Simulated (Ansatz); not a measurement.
Harmonic frequencies (cm⁻¹) at PBE0-D4/def2-TZVP from Ansatz: 81, 81, 183, 183, 183, 211, 214, 214, 252, 252, 358, 610, 690, 750, 750, 786, 852, 852, 960, 960, 978, 1314, 1314, 1334, 1440, 1448, 1448, 1458, 1458, 1469, 3054, 3054, 3054, 3144, 3144, 3145, 3156, 3156, 3156.

Each molecule was computed in one conformer, which needn't be the lowest.

(1) Which molecule is it?
A. `O=C(F)c1ccccc1`
B. `F[P+](F)(F)[AlH3-]`
C. `F[P+](F)(F)[Au-][N]([SiH3])[SiH3]`
D. `C[P+](C)(C)[Cu-][F]`

Results:

(1) D.
